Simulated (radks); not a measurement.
Problem. P12+, 3 electrons, occupied as [He] 2s1. Method: scalar-relativistic Kohn-Sham, PBEsol, spin-polarised, spherical densities, finite nucleus; open shells are filled with parallel spins first; Fermi nuclear charge, rms radius 3.1889 fm; computed with a radial shooting solver on a logarithmic mesh with Libxc functionals. Some entries of the table are withheld. Estimate them.

| orbital | occ. | eigenvalue (eV) | <1/r> (bohr^-1) |
|---|---|---|---|
| 1s up | 1 | (1) | (2) |
| 1s down | 1 | (3) | (4) |
| 2s up | 1 | -590.5492 | 3.419 |
| 2p up | 0 | -562.9702 | 3.339 |
| 3s up | 0 | -246.7895 | 1.473 |

Solution. 
(1) 1s up eigenvalue (eV): -2646.791
(2) 1s up <1/r> (bohr^-1): 14.73
(3) 1s down eigenvalue (eV): -2643.157
(4) 1s down <1/r> (bohr^-1): 14.73
